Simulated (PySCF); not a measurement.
## Two-photon absorption: SMILES CC(C)C(N)C(C)C, C₇H₁₇N

Cartesian coordinates in Å; atom numbers follow the order of the lines, from 1:
```xyz
25

C     1.4406   -0.1378   -1.3192
C     1.0217    0.6187   -0.0635
C     2.2300    0.9182    0.8175
C    -0.0829   -0.1105    0.7398
N     0.3293   -1.3834    1.3079
C    -1.3960   -0.3177   -0.0390
C    -1.8778    0.9441   -0.7467
C    -2.4841   -0.8601    0.8826
H     2.2342    0.4015   -1.8587
H     0.6030   -0.2821   -2.0182
H     1.8420   -1.1339   -1.0685
H     0.6031    1.5906   -0.3747
H     2.7335   -0.0084    1.1396
H     2.9769    1.5199    0.2774
H     1.9412    1.4755    1.7230
H    -0.3286    0.5496    1.5945
H     1.1236   -1.2710    1.9316
H     0.6158   -2.0283    0.5733
H    -1.1978   -1.0867   -0.8107
H    -2.8660    0.7766   -1.2018
H    -1.9833    1.7789   -0.0334
H    -1.1997    1.2718   -1.5480
H    -2.7708   -0.1006    1.6296
H    -2.1263   -1.7444    1.4256
H    -3.3891   -1.1268    0.3151
```

Computed, not measured: TDDFT CAM-B3LYP/def2-SVPD excited states, vertical, gas phase (PySCF). Geometry: PBE0-D3(BJ)/def2-SVP.

States above about 8.2 eV (minus the energy of the highest occupied orbital) lie near or above the ionisation threshold and depend on the basis.

Q: How strongly do the lowest singlets absorb one photon, and two photons of half the energy?

A: δ for parallel linear polarisation; σ at the peak of a Lorentzian of half width 0.1 eV, single beam; Ω is circular over linear.
| state | E (eV) | f | photon λ (nm) | δ (au) | σ (GM) | Ω | main |
| --- | --- | --- | --- | --- | --- | --- | --- |
| S1 | 6.41 | 0.020 | 387 | 19 | 0.28 | 0.75 | HOMO→LUMO 0.65, HOMO→LUMO+1 0.13 |
| S2 | 7.12 | 0.007 | 348 | 11.9 | 0.22 | 1.22 | HOMO→LUMO+2 0.77 |
| S3 | 7.47 | 0.009 | 332 | 17 | 0.35 | 1.26 | HOMO→LUMO+1 0.56, HOMO→LUMO 0.20 |
| S4 | 7.89 | 0.008 | 314 | 25.9 | 0.59 | 0.43 | HOMO→LUMO+3 0.73, HOMO→LUMO 0.10 |
| S5 | 8.33 | 0.006 | 298 | 13.6 | 0.34 | 1.19 | HOMO→LUMO+6 0.50, HOMO→LUMO+1 0.10 |
| S6 | 8.39 | 0.009 | 295 | 10.7 | 0.28 | 1.44 | HOMO→LUMO+4 0.61, HOMO→LUMO+6 0.16 |

Among these, the strongest one-photon state is S1, the strongest two-photon state S4, with a dipole change of 3.3 D (relaxed, norm of the difference vector).
